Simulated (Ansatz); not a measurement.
Geometry optimisation, RKS PBE-D4/def2-TZVP (Ansatz 0.2.0).

input.yaml

```yaml
crystal:
  periodic: [false, false, false]
  atoms:
    - { symbol: Sn, position_ang: [-0.238993, 0.0, -0.193991] }
    - { symbol: H, position_ang: [1.931985, 0.0, 1.803256] }
    - { symbol: H, position_ang: [2.346015, 0.0, 1.226713] }
    - { symbol: H, position_ang: [-1.309754, 1.257505, -0.915739] }
    - { symbol: H, position_ang: [-1.309754, -1.257505, -0.915739] }
basis:
  gaussian: { orbitals: def2-TZVP }
hamiltonian:
  xc: pbe
  dispersion: d4
relax:
  f_tol: 0.03
  max_steps: 50
```

Run as:

```bash
$ ansatz run input.yaml --threads 2 --pin off --max-ram 3072MiB --backend cpu --events-out ev --progress --plain --runs-dir out
```

Q: Where does it end, and by what steps?

A: The run converged. The force dipped under the threshold on the way, but the program's further checks kept it going. After 18 steps the energy has fallen by 0.273 eV; H2 moved furthest, 0.78 Å.

```
step  energy less start (eV)  largest force component (eV/Å)  accepted
   0                  0.0000                           1.410       yes
   1                 -0.1613                           0.346       yes
   2                 -0.2289                           0.294       yes
   3                 -0.2499                           0.025       yes
   4                 -0.2535                           0.091       yes
   5                 -0.2568                           0.039       yes
   6                 -0.2574                           0.047       yes
   7                 -0.2371                           1.194        no
   8                 -0.2595                           0.042       yes
   9                 -0.2603                           0.279       yes
  10                 -0.2664                           0.021       yes
  11                 -0.2410                           0.880        no
  12                 -0.2677                           0.225       yes
  13                 -0.2695                           0.120       yes
  14                 -0.2710                           0.122       yes
  15                 -0.2700                           0.274        no
  16                 -0.2720                           0.060       yes
  17                 -0.2725                           0.004       yes
  18                 -0.2726                           0.017       yes
```

```xyz
5
Properties=species:S:1:pos:R:3
Sn -0.317 0.000 -0.797
H 2.628 0.000 2.160
H 2.262 0.000 1.501
H -1.577 1.266 -0.930
H -1.577 -1.266 -0.930
```

Whether the end is a true minimum wasn't checked by a vibrational analysis.

The run took 11 s on 2 threads of Arm Neoverse V2, on a shared host, peak memory 0.1 GiB.
